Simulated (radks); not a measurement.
Isoelectronic series with 8 electrons, each ion in its NIST ground configuration. Calculated with a radial shooting solver on a logarithmic mesh with Libxc functionals: scalar-relativistic Kohn-Sham, PBE, spin-polarised, spherical densities, point nucleus; open shells are filled with parallel spins first. Total energies (hartree) and orbital eigenvalues (eV):

| ion | configuration | E (hartree) | 2p down | 2p up | 2s down | 2s up |
|---|---|---|---|---|---|---|
| O | [He] 2s2 2p4 | -75.05760 | -7.1857 | -10.2236 | -21.9678 | -25.2162 |
| F+ | [He] 2s2 2p4 | -99.10393 | -25.9647 | -29.9065 | -45.0210 | -48.9697 |
| Ne2+ | [He] 2s2 2p4 | -126.68575 | -51.9914 | -56.8232 | -75.3816 | -80.0377 |
| Mg4+ | [He] 2s2 2p4 | -192.44617 | -125.0363 | -131.6286 | -157.2313 | -163.2910 |
| Al5+ | [He] 2s2 2p4 | -230.62910 | -171.9325 | -179.4002 | -208.5992 | -215.3560 |
| Si6+ | [He] 2s2 2p4 | -272.35287 | -225.7114 | -234.0529 | -266.9030 | -274.3546 |
| P7+ | [He] 2s2 2p4 | -317.62309 | -286.3628 | -295.5769 | -332.1403 | -340.2854 |
| S8+ | [He] 2s2 2p4 | -366.44619 | -353.8822 | -363.9683 | -404.3161 | -413.1538 |
| Cl9+ | [He] 2s2 2p4 | -418.82930 | -428.2693 | -439.2269 | -483.4404 | -492.9701 |
| Ar10+ | [He] 2s2 2p4 | -474.78026 | -509.5260 | -521.3552 | -569.5268 | -579.7486 |
| K11+ | [He] 2s2 2p4 | -534.30754 | -597.6567 | -610.3573 | -662.5920 | -673.5060 |
| Ca12+ | [He] 2s2 2p4 | -597.42021 | -692.6671 | -706.2391 | -762.6551 | -774.2618 |
| Sc13+ | [He] 2s2 2p4 | -664.12800 | -794.5641 | -809.0080 | -869.7376 | -882.0376 |
| Ti14+ | [He] 2s2 2p4 | -734.44121 | -903.3560 | -918.6720 | -983.8630 | -996.8572 |
| V15+ | [He] 2s2 2p4 | -808.37078 | -1019.052 | -1035.240 | -1105.057 | -1118.746 |
| Cr16+ | [He] 2s2 2p4 | -885.92827 | -1141.662 | -1158.724 | -1233.346 | -1247.732 |
| Mn17+ | [He] 2s2 2p4 | -967.12583 | -1271.197 | -1289.132 | -1368.761 | -1383.844 |
| Fe18+ | [He] 2s2 2p4 | -1051.97626 | -1407.669 | -1426.478 | -1511.331 | -1527.114 |
